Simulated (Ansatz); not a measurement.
FH2InO2, SMILES `[OH][In]([OH])[F]`, relaxed with RKS PBE0-D4/def2-TZVP in Ansatz from a GFN2-xTB geometry. The force threshold is 0.005 eV/Å; the program also tests the step.

Charge 0, multiplicity 1. In takes the def2 core potential.

Start:

```xyz
6

O     0.655    1.659    0.791
In    0.032   -0.007    0.048
O     0.266   -1.855    0.545
F    -1.077    0.227   -1.552
H     0.303    2.385    0.270
H    -0.178   -2.409   -0.102
```

| step | energy (eV) | largest force (eV/Å) | largest move (Å) |
| --- | --- | --- | --- |
| 1 | -12015.1098 | 0.504 | 0.000 |
| 2 | -12015.1301 | 0.118 | 0.044 |
| 3 | -12015.1329 | 0.041 | 0.024 |
| 4 | -12015.1343 | 0.015 | 0.025 |
| 5 | -12015.1344 | 0.023 | 0.012 |
| 6 | -12015.1344 | 0.001 | 0.001 |

End:

```xyz
6

O     0.651    1.648    0.808
In   -0.012    0.002   -0.017
O     0.288   -1.847    0.546
F    -1.117    0.237   -1.611
H     0.349    2.420    0.320
H    -0.159   -2.460   -0.046
```

Run time 23 s (2 threads of an AMD EPYC 7R13 on a shared host); peak host memory 0.35 GiB.
